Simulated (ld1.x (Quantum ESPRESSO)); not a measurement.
# Scattering properties, PAW potential for iron (Fe)

iron, PAW, made with ld1.x (Quantum ESPRESSO) 7.5 (PBE, scalar-relativistic). Core [Ar], reference 3d6 4s0.5 4p0 (charge +1.5). Waves: 4s (bound): rcut 2.94, rcutus 3.18 bohr; 4s channel at -0.25 Ry: rcut 2.94, rcutus 3.18 bohr; 4p (bound, empty): rcut 3.30, rcutus 3.80 bohr; 4p channel at 4.5 Ry: rcut 3.30, rcutus 3.80 bohr; 3d (bound): rcut 0.94, rcutus 1.12 bohr; 3d channel at 1.45 Ry: rcut 0.94, rcutus 1.12 bohr. Local part: all-electron potential smoothed inside 2.18 bohr (lloc = -1). Core correction: Bessel-smoothed model core inside 0.50 bohr. Augmentation charge: BESSEL, radius 0.68 bohr.

The phase is arctan(r·u′/u) with u = r·R(r), unwrapped; energies in Ry, scanned from -4 to 5 Ry. A pole is an energy at which the radial function vanishes at the test radius. The pseudo phase is shifted by a multiple of π to meet the all-electron one at the reference energy, and phase errors are pseudo minus all-electron; the curves can meet again beyond the range given. Levels narrower than the energy grid can be missing from the lists of poles.

```tsv
channel	radius (bohr)	reference energy (Ry)	poles, all-electron	poles, pseudo	unbroken range about the reference energy with phases within 0.05 rad	phase error 1 Ry above the reference energy (rad)
s	4.10	-1.19	-1.01, 1.76	-1.01, 1.36, 2.40	below 1.3	-0.000
p	4.10	-0.79	-0.44, 2.37	-0.45, 2.25	below 0.3	-0.038
d	4.10	-1.52	-1.51, 0.56, 3.48	-1.51, 0.56, 3.49	the whole range	+0.000
```

Phases in the p channel:

```
E (Ry)  all-electron  pseudo
 -4.00         1.433   1.433
 -3.52         1.421   1.421
 -3.04         1.405   1.405
 -2.56         1.383   1.382
 -2.08         1.346   1.345
 -1.60         1.271   1.269
 -1.12         0.957   0.952
 -0.64        -1.390  -1.392
 -0.16        -1.699  -1.710
  0.32        -1.930  -1.991
  0.80        -3.235  -3.737
  1.28        -4.436  -4.501
  1.76        -4.618  -4.642
  2.24        -4.696  -4.711
  2.72        -4.752  -4.763
  3.20        -4.811  -4.821
  3.68        -4.913  -4.923
  4.16        -5.312  -5.325
  4.64        -7.347  -7.348
```
